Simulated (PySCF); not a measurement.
A structure optimised at B3LYP-D3(BJ)/def2-TZVPD, used in a PySCF frequency run:

```
Sr
O 1 1.9383
```
Charge 0, spin multiplicity 1.

Task: Write its SMILES, formula and point group.

Result: [O]=[Sr], OSr, C∞v

Task: What are its rotational constants (standard atomic weights)?

Result: 9.9425 GHz (linear rotor, B only)
